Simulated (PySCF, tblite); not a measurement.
Isomers of C5H7F3N (doublet state). Computed with GFN2-xTB (tblite): harmonic, unscaled wavenumbers at the GFN2-xTB geometry, gas phase. Against measured fundamentals such values can be off by several per cent, at times by over 20. One conformer each. Open shells enter through the occupations alone, without spin polarisation, and single modes of such species can be off by tens of per cent.

Electronic energies: B3LYP/pcH-1 single points on the GFN2-xTB geometries (PySCF, gas phase).

```csv
SMILES,"electronic energy, lowest = 0 (kJ/mol)"
N[CH]C(F)(F)/C=C\CF,55.3
CC/[C]=N/CC(F)(F)F,0.0
NCC(F)(F)/C=C\[CH]F,8.4
CCN[CH]C(F)=C(F)F,50.7
```

How do GFN2-xTB zero-point energies change the relative energies?

| SMILES | ZPE (kJ/mol) | of it from modes above 1550 cm⁻¹ | electronic (kJ/mol) | with ZPE, lowest = 0 (kJ/mol) | lowest mode (cm⁻¹) | rings |
| --- | --- | --- | --- | --- | --- | --- |
| CC/[C]=N/CC(F)(F)F | 299.0 | 136.1 | 0.0 | 0.0 | 22 | 0 |
| NCC(F)(F)/C=C\[CH]F | 299.0 | 141.5 | 8.4 | 8.4 | 42 | 0 |
| CCN[CH]C(F)=C(F)F | 298.5 | 148.0 | 50.7 | 50.2 | 12 | 0 |
| N[CH]C(F)(F)/C=C\CF | 293.9 | 142.3 | 55.3 | 50.2 | 46 | 0 |

The zero-point energies span 5.1 kJ/mol, from `N[CH]C(F)(F)/C=C\CF` to `CC/[C]=N/CC(F)(F)F`. The order is unchanged, ties at the printed digit aside.

And how do the electronic energies of GFN2-xTB itself compare?

`CC/[C]=N/CC(F)(F)F` 33.2; `NCC(F)(F)/C=C\[CH]F` 45.4; `CCN[CH]C(F)=C(F)F` 0.0; `N[CH]C(F)(F)/C=C\CF` 80.2 kJ/mol, lowest = 0. Against the energies above, taken from the same isomer `CC/[C]=N/CC(F)(F)F`, the largest difference is 83.9 kJ/mol.
